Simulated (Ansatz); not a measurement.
Isolated molecules relaxed with PBE0-D4/def2-TZVP in Ansatz; ΔE leaves out vibrations. CCSD(T)/CBS adds triple-zeta CCSD(T) − MP2 to the extrapolated MP2 energy (def2 sets, frozen cores). This one scheme is used for every species. DFT in def2-TZVPP. B3LYP here is the variant with VWN-RPA as its local correlation; programs differ in this. For Ge outer-core shells are correlated without core-valence functions, which leaves a few kJ/mol of doubt a bond. Scalar relativity is left out up to krypton. Each species was taken in one conformer, which may not be the lowest.

Consider the ligand exchange at a Ge–C bond: `[CH3][GeH3]` + `C=C(N)O` → `C=C(N)[O][GeH3]` + CH₄.

(1) Is it downhill or uphill in electronic energy at CCSD(T)/CBS, and by how much? (Best estimate.)

(2) What do these levels give: B2PLYP, B3LYP, CCSD/def2-TZVPP, CCSD(T)/def2-TZVPP, MP2/def2-QZVPP, MP2/CBS(def2)? (Best estimate.)

Largest T1 diagnostic among the species: 0.012.

## Answers

(1) Ansatz gave: Downhill: ΔE = -40.5 kJ/mol.

(2) Ansatz gave: B2PLYP -42.8, B3LYP -39.1, CCSD/def2-TZVPP -42.2, CCSD(T)/def2-TZVPP -43.7, MP2/def2-QZVPP -42.5, MP2/CBS(def2) -41.0 kJ/mol.

The D4 term adds −6.6 kJ/mol with B3LYP and −3.8 kJ/mol with PBE0; it sums over pairs of atoms, weighted by their polarisabilities, and B3LYP, whose exchange is more repulsive, gets the larger term.
